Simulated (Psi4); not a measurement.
methane (CH4), singlet, at a GFN2-xTB geometry; R2SCAN/STO-3G in Psi4 1.11.

Here is a job for Psi4.
```
memory 2 GB

molecule mol {
0 1
  C     0.000000    0.000000    0.000000
  H     0.636597    0.627096    0.610389
  H    -0.628026   -0.606917    0.638995
  H     0.612857   -0.642402   -0.618713
  H    -0.621428    0.622223   -0.630670
}

set basis sto-3g
set reference rks

energy('r2scan')
print_variables()
```

What does Psi4 print? Leave out banner, timings and long lists.


```
   => Loading Basis Set <=

    Name: STO-3G
    Role: ORBITAL
    Keyword: BASIS

         ---------------------------------------------------------
                                   SCF
               by Justin Turney, Rob Parrish, Andy Simmonett
                          and Daniel G. A. Smith
                              RKS Reference
         ---------------------------------------------------------

  ==> Geometry <==

    Molecular point group: c1
    Full point group: C1

    Geometry (in Angstrom), charge = 0, multiplicity = 1:

       Center              X                  Y                   Z               Mass
    ------------   -----------------  -----------------  -----------------  -----------------
         C            0.000000000000     0.000000000000    -0.000000062866    12.000000000000
         H            0.636597000000     0.627096000000     0.610388937134     1.007825032230
         H           -0.628026000000    -0.606917000000     0.638994937134     1.007825032230
         H            0.612857000000    -0.642402000000    -0.618713062866     1.007825032230
         H           -0.621428000000     0.622223000000    -0.630670062866     1.007825032230

  Running in c1 symmetry.

  Rotational constants: A =      5.35620  B =      5.35619  C =      5.35619 [cm^-1]
  Rotational constants: A = 160574.68703  B = 160574.61287  C = 160574.60371 [MHz]
  Nuclear repulsion =   13.532672114894732

  Charge       = 0
  Multiplicity = 1
  Electrons    = 10
  Nalpha       = 5
  Nbeta        = 5

  ==> Algorithm <==

  SCF Algorithm Type is DF.
  DIIS enabled.
  MOM disabled.
  Fractional occupation disabled.
  Guess Type is SAD.
  Energy threshold   = 1.00e-06
  Density threshold  = 1.00e-06
  Integral threshold = 1.00e-12

  ==> Primary Basis <==

  Basis Set: STO-3G
    Blend: STO-3G
    Number of shells: 7
    Number of basis functions: 9
    Number of Cartesian functions: 9
    Spherical Harmonics?: true
    Max angular momentum: 1

  ==> DFT Potential <==

   => LibXC <=

    Version 7.1.2
    S. Lehtola, C. Steigemann, M. J. T. Oliveira, and M. A. L. Marques,  SoftwareX 7, 1–5 (2018) (10.1016/j.softx.2017.11.002)

   => Composite Functional: R2SCAN <=

    r2SCAN Meta-GGA XC Functional  (0.1021/acs.jpclett.0c02405)
    J. W. Furness, A. D. Kaplan, J. Ning, J. P. Perdew, J. Sun  J. Phys. Chem. Lett.  11, 8208–8215, 2020

    Deriv               =              1
    GGA                 =           TRUE
[...]

   @DF-RKS iter SAD:   -39.19578684265852   -3.91958e+01   0.00000e+00
   @DF-RKS iter   1:   -40.00709910885973   -8.11312e-01   2.08640e-03 ADIIS/DIIS
   @DF-RKS iter   2:   -40.00713039791863   -3.12891e-05   1.08053e-03 ADIIS/DIIS
   @DF-RKS iter   3:   -40.00718255892464   -5.21610e-05   3.34950e-04 ADIIS/DIIS
   @DF-RKS iter   4:   -40.00718815130808   -5.59238e-06   3.99476e-07 DIIS
   @DF-RKS iter   5:   -40.00718815131599   -7.91545e-12   8.12852e-10 DIIS
  Energy and wave function converged.

  ==> Post-Iterations <==

   Electrons on quadrature grid:
      Ntotal   =    9.9999993950 ; deviation = -6.050e-07

    Orbital Energies [Eh]
    ---------------------

    Doubly Occupied:

[...]
    Virtual:

[...]
       9A      0.481287

    Final Occupation by Irrep:
              A
    DOCC [     5 ]
    NA   [     5 ]
    NB   [     5 ]

  @DF-RKS Final Energy:   -40.00718815131599

   => Energetics <=

    Nuclear Repulsion Energy =             13.5326721148947318
    One-Electron Energy =                 -79.6163091325901604
    Two-Electron Energy =                  32.9833595319734698
    DFT Exchange-Correlation Energy =      -6.9069106655940384
    Empirical Dispersion Energy =           0.0000000000000000
    VV10 Nonlocal Energy =                  0.0000000000000000
    Total Energy =                        -40.0071881513159937

Computation Completed

Properties will be evaluated at   0.000000,   0.000000,   0.000000 [a0]

Properties computed using the SCF density matrix

 Multipole Moments:

 ------------------------------------------------------------------------------------
     Multipole            Electronic (a.u.)      Nuclear  (a.u.)        Total (a.u.)
 ------------------------------------------------------------------------------------

 L = 1.  Multiply by 2.5417464519 to convert [e a0] to [Debye]
 Dipole X            :         -0.0000015           -0.0000000           -0.0000015
 Dipole Y            :          0.0000002            0.0000000            0.0000002
 Dipole Z            :         -0.0000003            0.0000007            0.0000004
 Magnitude           :                                                    0.0000015

 ------------------------------------------------------------------------------------

  Variable Map:
  ----------------------------------------------------------------------------
[...]
  Array Variable Map:
  ----------------------------------------------------------------------------
[...]
[...]
```
